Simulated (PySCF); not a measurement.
Working out the excitation energy of Be

Be [He] 2s2 (1S) → Be [He] 2s1 3s1 (3S). Computed with PySCF 2.14 in aug-cc-pCVTZ, with no relativity, point nucleus. Frozen: nothing. Energies in hartree (1 hartree = 27.21139 eV):

| part | Be (lower) | Be (upper) |
| --- | --- | --- |
| UHF | -14.572876 | -14.377222 |
| CCSD correlation | -0.089050 | -0.048033 |
| (T) | -0.000445 | -0.000085 |

Q: What does Hartree-Fock give?

A: (-14.377222) − (-14.572876) = 0.195654 hartree = 5.324 eV.

Q: What do CCSD and CCSD(T) give?

A: The CCSD correlation energies differ by 0.041017 hartree = 1.116 eV and the triples by 0.000360 hartree = 0.010 eV, so CCSD gives 6.440 eV and CCSD(T) 6.450 eV.

Measured between the centres of the two terms (NIST): 6.457 eV, so CCSD(T) (valence and next inner shell) is off by -0.007 eV.

What remains against the reference includes basis incompleteness and higher excitations.
